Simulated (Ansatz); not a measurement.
A run for Ansatz (a first-principles code): R-r2SCAN/def2-TZVPP on C6H6 (SMILES c1ccccc1).

Ansatz 0.2 input:
```yaml
crystal:
  periodic: [false, false, false]
  atoms:
    - {symbol: C, position_ang: [-0.79491566, 1.14038598, 0.03309706]}
    - {symbol: C, position_ang: [-1.38447709, -0.11565882, -0.05768988]}
    - {symbol: C, position_ang: [-0.58955883, -1.25605167, -0.09078737]}
    - {symbol: C, position_ang: [0.79491566, -1.14038598, -0.03309706]}
    - {symbol: C, position_ang: [1.38447709, 0.11565882, 0.05768988]}
    - {symbol: C, position_ang: [0.58955883, 1.25605167, 0.09078737]}
    - {symbol: H, position_ang: [-1.41380502, 2.02824482, 0.05884996]}
    - {symbol: H, position_ang: [-2.46236920, -0.20569867, -0.10261506]}
    - {symbol: H, position_ang: [-1.04855967, -2.23395408, -0.16151210]}
    - {symbol: H, position_ang: [1.41380502, -2.02824482, -0.05884996]}
    - {symbol: H, position_ang: [2.46236920, 0.20569867, 0.10261506]}
    - {symbol: H, position_ang: [1.04855967, 2.23395408, 0.16151210]}
basis:
  gaussian:
    orbitals: def2-TZVPP
hamiltonian:
  xc: {name: r2SCAN}
scf: {lower_state_search: off}
```

Program output:

```
WARN ansatz: RAYON_NUM_THREADS=4 ignored (pool sized by the plan → 4); use --threads N
Functional definition: r2SCAN
these checks for a lower state are left out or cut short: stability, starts, cluster_reference, orbital_swaps, neighbouring_geometries, increment
integrals: 0.20 GiB planned
1434 factors; their error is unknown
mean field: 1.64 GiB planned
mean field evaluation 1: about -6306.2756 eV, gradient 6.9e1 eV
mean field evaluation 2: about -6296.3621 eV, gradient 9.5e1 eV
mean field evaluation 4: about -6318.2961 eV, gradient 1.5e0 eV
mean field evaluation 8: about -6318.3118 eV, gradient 2.5e-2 eV
mean field evaluation 16: about -6318.2660 eV, gradient 8.0e-4 eV
mean field -6318.26599245 eV, -232.1919925480 hartree, gradient 6.2e-6 eV, S^2 0.000000; 0 other end points of the search recorded, 0 dependent functions left out
reference -6318.26600409 eV, -232.1919929759 hartree; 21, 21 occupied and 249, 249 virtual orbitals, 1434 factors
Total energy: -6318.26600409 eV, -232.1919929759 hartree
Checks for a lower state left out: stability, starts, cluster_reference, orbital_swaps, neighbouring_geometries, increment
```

The run converged.

Cost: roughly 5 core-seconds.
